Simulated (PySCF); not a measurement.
A GIAO shielding run with PySCF (density fitting, non-relativistic, gas phase) on `O[C@@H]1C=C[C@H](Cl)[C@H]1[SiH3]`, C$_{5}$H$_{9}$ClOSi:

```
$ OMP_NUM_THREADS=1 python probes_run.py task.json out

{"job": {"kind": "nmr", "xc": "PBE0", "basis": "pcSseg-1"}, "charge": 0, "multiplicity": 1}
O      0.178268     2.215603    -0.822222
C     -0.161720     0.854866    -0.826293
C     -1.641388     0.573831    -0.741502
C     -1.910762    -0.413466     0.095643
C     -0.667704    -0.957792     0.721659
Cl    -0.857274    -1.141729     2.497349
C      0.422688     0.058269     0.366408
Si     2.138250    -0.704764     0.047828
H     -0.179537     2.623442    -0.024343
H      0.226603     0.482896    -1.783193
H     -2.347752     1.133690    -1.328585
H     -2.878670    -0.820694     0.328719
H     -0.446813    -1.964719     0.356168
H      0.494588     0.765624     1.199896
H      3.075261     0.364653    -0.281141
H      2.556281    -1.416888     1.254254
H      1.992682    -1.640791    -1.070554
```

Hardware: 1 thread of an Arm Neoverse N1, shared host. The job also computes population analyses, field gradients, ring-centre shieldings.

(1) How large is the calculation?

(2) How long does it take, and how much memory does it need?

Results:

(1) 78 electrons, 195 basis functions and 1056 auxiliary functions.

(2) 73 s of wall time, with 13 SCF cycles and 5 response iterations; peak memory 0.87 GiB. Times on a shared host scatter by some tens of per cent.
